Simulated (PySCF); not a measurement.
NMR data simulated for an unnamed compound:

¹H NMR (400 MHz, computed): δ 8.12 (ddd, J = 8.9, 6.7, 1.6 Hz, 1H), 7.27 (m, 1H), 7.01 (dd, J = 8.9, 8.1 Hz, 1H), 6.87 (dd, J = 10.9, 9.3 Hz, 1H), 5.84 (br s, 1H).

¹³C{¹H} NMR (computed): δ 158.9 (C, d, J = 333.1 Hz), 154.8 (C, d, J = 4.2 Hz), 128.6 (CH, d, J = 1.9 Hz), 128.0 (CH, d, J = 6.4 Hz), 116.8 (CH), 111.0 (CH, d, J = 20.3 Hz), 109.3 (C, d, J = 8.2 Hz).

How the numbers were obtained: shielding tensors at KT3/pcSseg-1 (GIAO), B3LYP/pcJ-1 coupling constants (spin–dipole term only in couplings to heteroatoms), geometry from PBE0-D3(BJ)/def2-SVP, in PySCF (gas phase, one computed conformer, relativity neglected).

Chemical shifts δ = σref − σ; ¹H (σref 31.32) and ¹³C (σref 182.31) against TMS, all at this level.

Which of these does the molecule contain: a vinyl group CH=CH2, a C≡C triple bond, an OH group, a benzene ring, a ketone, a carboxylic acid?

Results:


- A vinyl group CH=CH2: no.
- A C≡C triple bond: no.
- An OH group: yes (δH 5.84 (br s)).
- A benzene ring: yes.
- A ketone: no.
- A carboxylic acid: yes (δC 154.8; δH 5.84 (br s)).

The data belong to `O=C(O)c1ccccc1F`, C₇H₅FO₂; they needn't prove each group on their own.

Carbon signals by region: 7 in the sp2 and nitrile region (100–160 ppm).

OH/NH shifts are gas-phase values; hydrogen bonding in solution moves them, usually downfield. C–F couplings over four or more bonds (about 3 Hz to the para carbon of a fluoroarene) are left out. Common functionals overestimate the size of one-bond C–F couplings by tens of Hz; these are unscaled. Multiplet labels drop couplings under 1 Hz and merge nearly equal ones. Unscaled 3J(H,H) at this level run about 10 % above measured values. Shifts are as computed, not scaled to solution data. Of 1211 compounds with measured shifts, 218 miss one by over three times the rms of a fit or turn the order of signals round; such compounds aren't used in these exercises. The C=O carbon of an acid or of an amide with N–H lies up to 10 ppm further downfield in solution, through hydrogen bonding that the calculation lacks.
